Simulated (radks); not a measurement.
Task: Isoelectronic series with 43 electrons, all held in the configuration [Kr] 4d7, which need not be the ground one along the series. Method: scalar-relativistic Kohn-Sham, r2SCAN, spin-polarised, spherical densities, finite nucleus; open shells are filled with parallel spins first (spin-orbit coupling, left out, can overturn this in heavy ions); meta-GGA in the generalised Kohn-Sham scheme; Fermi nuclear charge, rms radius of each element as measured or else 0.836 A^(1/3) + 0.57 fm; computed with a radial shooting solver on a logarithmic mesh with Libxc functionals. Total energies (hartree) and mean radii <r> (bohr):

ion    E (hartree)  4d down   4d up  4p down   4p up
Eu20+  -10689.2337   0.5813  0.5802   0.5613  0.5605
Gd21+  -11095.5792   0.5644  0.5633   0.5468  0.5460
Tb22+  -11510.5915   0.5485  0.5475   0.5330  0.5322
Dy23+  -11934.2110   0.5335  0.5326   0.5198  0.5191
Ho24+  -12366.6552   0.5193  0.5185   0.5073  0.5066
Tm26+  -13258.1126   0.4932  0.4924   0.4840  0.4833
Yb27+  -13717.2544   0.4812  0.4804   0.4731  0.4724
Lu28+  -14185.4806   0.4697  0.4690   0.4626  0.4620
Hf29+  -14662.9169   0.4588  0.4581   0.4526  0.4521
Ta30+  -15149.5889   0.4483  0.4477   0.4431  0.4425
W31+   -15645.5953   0.4384  0.4378   0.4339  0.4333

Estimate the row of Er25+.

Result: E (hartree) -12807.9098; 4d down 0.5059; 4d up 0.5051; 4p down 0.4954; 4p up 0.4947.
